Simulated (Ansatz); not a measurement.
Ansatz (a first-principles code) input (CCSD(T)/aug-cc-pV(D+d)Z):
A basis named .json is the Basis Set Exchange file of that set.

Ansatz 0.2 input:
```yaml
crystal:
  periodic: [false, false, false]
  atoms:
    - {symbol: Si, position_ang: [-0.09620345, -0.13200822, -0.36047896]}
    - {symbol: Cl, position_ang: [0.40606279, 0.55068062, 1.51712426]}
    - {symbol: O, position_ang: [-0.64649132, 1.31543063, -0.92944406]}
    - {symbol: O, position_ang: [1.15833245, -0.76145785, -1.16712809]}
    - {symbol: O, position_ang: [-1.18881149, -1.32626573, -0.33389603]}
    - {symbol: H, position_ang: [1.90903438, -0.19127368, -1.35296552]}
    - {symbol: H, position_ang: [-2.04949066, -1.14383824, 0.05230407]}
basis:
  gaussian:
    orbitals: aug-cc-pV_D+d_Z.json
magnetization: {spin_polarized: true, initial_magnetization: 1}
correlation: {method: ccsd_t, electrons: outside_noble_gas}
output: {forces: true}
```

End of the output:

```
cycle   6  -22.52859817 eV  change    2.0e-8 eV  update   2.6e-7
cycle   7  -22.52859806 eV  change    1.1e-7 eV  update   1.9e-7
cycle   8  -22.52859805 eV  change    1.2e-8 eV  update   1.4e-7
perturbative correction -0.66273156 eV, -0.0243549356 hartree
the calculation of the forces begins
0.45 GiB of device memory are held for the factors and their scratch space
Total energy: -26537.78461950 eV, -975.2455968101 hartree
Atom 0 at    -0.096203    -0.132008    -0.360479 Å, force     0.291128     0.002743     0.821943 eV/Å
Atom 1 at     0.406063     0.550681     1.517124 Å, force     0.048997     0.039466     0.164771 eV/Å
Atom 2 at    -0.646491     1.315431    -0.929444 Å, force    -0.408660     1.003708    -0.470796 eV/Å
Atom 3 at     1.158332    -0.761458    -1.167128 Å, force     0.398632    -0.538960    -0.423193 eV/Å
Atom 4 at    -1.188811    -1.326266    -0.333896 Å, force    -0.309470    -0.709355    -0.171819 eV/Å
Atom 5 at     1.909034    -0.191274    -1.352966 Å, force     0.110895     0.130366    -0.003482 eV/Å
Atom 6 at    -2.049491    -1.143838     0.052304 Å, force    -0.131521     0.072032     0.082576 eV/Å
Dipole moment:    -0.001545     0.004115    -0.001562 e Å
```

It need not be the lowest isomer of its formula.
